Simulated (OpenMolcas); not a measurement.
**What dynamic correlation does to the levels of neutral indium**

```json
{
 "Program": "OpenMolcas",
 "Basis": "ANO-RCC-VQZP [8s7p5d3f2g]",
 "Scalar Hamiltonian": "DKH2, point nucleus",
 "Active space": "3 electrons in 4 orbitals (5s 5p)",
 "State averaging": "2S+1 = 4 odd, 1 root (0 in the spin-orbit step); 2S+1 = 2 odd, 3 roots; 2S+1 = 4 even, 3 roots; 2S+1 = 2 even, 5 roots",
 "Spin-orbit coupling": "state interaction with AMFI integrals over the reference wave functions, term energies averaged over their components"
}
```

Methods on the same reference wave functions:
A. CASSCF
B. SS-CASPT2, IPEA 0.25 Eh, imaginary shift 0.1 Eh (closed shells correlated: 4d)

Energies in cm-1 above 5s2 5p 2P* 1/2, the measured ground level; measured values from NIST Handbook of Basic Atomic Spectroscopic Data.

```csv
Level,A,B,Measured
5s2 5p 2P* 1/2,0.0,0.0,0.0
5s2 5p 2P* 3/2,2110,2110,2213
5s 5p2 4P 1/2,26825,34300,34978
5s 5p2 4P 3/2,27582,35050,36021
5s 5p2 4P 5/2,28814,36250,37452
```

Deviations, from unrounded energies. A percentage is the sum of absolute deviations over the sum of measured energies, with the sign that they share, or ± where signs differ.

| Against measurement | Levels | A | B |
| --- | --- | --- | --- |
| mean absolute deviation (cm-1) | 4 | 6300 | 740 |
| fine structure of the ground term (%) | 1 | -4.6 | -4.6 |
| other configurations (%) | 3 | -23.3 | -2.6 |

B lies closest to measurement on these levels. The largest miss of B in the table is 5s 5p2 4P 5/2, by -1200 cm-1. The ranking rests on the paired levels alone, and a cruder setting can come out closer through cancelling errors.

The lowest spin-free term lies below A's lowest term by 0.468 hartree in B.

Some high roots are left out of the spin-orbit mixing, which shifts the levels that they would mix with. Terms of s pⁿ other than that of highest spin mix with s² pⁿ⁻² d, which this space lacks; all of them can be thousands of cm-1 off, and some have no real level of that name. Without dynamic correlation excited terms often stand tens of per cent too high (terms of higher spin than the ground term too low), and those without a measured partner can miss by more than the paired ones (holds for A). Computed and measured levels are paired by configuration, term and J; levels that our copy of the source lacks, or whose pairing is in doubt (as where it misses far off the trend of its configuration), stay unpaired and out of the deviations. Only configurations of the active space appear. The table leaves out levels that lie high or whose names do not pair safely across all columns.

* marks odd parity.
